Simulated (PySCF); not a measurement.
GeH, SMILES [GeH] (connectivity only; charge and spin as stated), charge +1, multiplicity 1. Geometry: PBE0-D3(BJ)/def2-TZVPD. The spin state was assumed, not searched.

TDA-PBE/def2-TZVPD in PySCF puts the lowest singlet excitations at 3.23, 3.23, 9.38, 10.16, 10.16, 10.79 eV.

Task: What are the lowest excitation roots from ADC(3)/aug-cc-pVDZ run with PySCF 2.14.0? (Estimate from the structure and the level; the computed values follow.)

Result: 3.15, 3.15, 7.38, 9.45, 9.45, 9.58 eV. S1 differs by -0.07 eV (second minus first; roots are paired by order, and the bases may differ).
